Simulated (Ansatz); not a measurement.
Problem. Name a neutral molecule of F, O, S, Si and H with size of the dipole moment (PBE/def2-TZVPP) between 1.25 and 1.55 D and HOMO energy (ωB97M-V/def2-TZVPP) between -10.10 and -9.80 eV (Ansatz, PBE0-D4/def2-TZVP geometry).

Solution. `O[SiH2][SiH](F)S` (1.42 D, -10.09 eV). Other molecules can fit too; these were computed, each in one conformer that needn't be the lowest.
